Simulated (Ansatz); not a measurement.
Mulliken charges of C₂H₄BClO₂, SMILES `CC(=O)OBCl` from r2SCAN/def2-TZVPP in Ansatz (PBE0-D4/def2-TZVP geometry).

```csv
atom,x (Å),y (Å),z (Å),charge (e)
C1,0.215,-1.657,-0.156,-0.145
C2,0.586,-0.231,0.073,0.363
O3,1.685,0.224,0.105,-0.292
O4,-0.542,0.534,0.292,-0.280
B5,-0.548,1.882,0.107,0.226
Cl6,-1.982,2.738,0.613,-0.134
H7,-0.448,-1.730,-1.021,0.074
H8,-0.342,-2.029,0.706,0.078
H9,1.111,-2.251,-0.313,0.081
H10,0.347,2.469,-0.404,0.029
```

**Question.** By hand: the dipole of these point charges (1 e Å = 4.8032 D).

**Answer.** Σ q r = (0.023, -0.397, -0.179) e Å, of length 0.436 e Å = 2.09 D.

**Question.** How does the dipole of the full density compare? (An estimate is asked.)

**Answer.** The calculation gave: (-0.179, -0.452, -0.122) e Å, 2.41 D; the point charges give 0.87 times that, at 26° from its direction.

Point charges leave out the atoms' own dipoles, such as those of lone pairs, and Mulliken's split depends on the basis, so the two needn't agree.
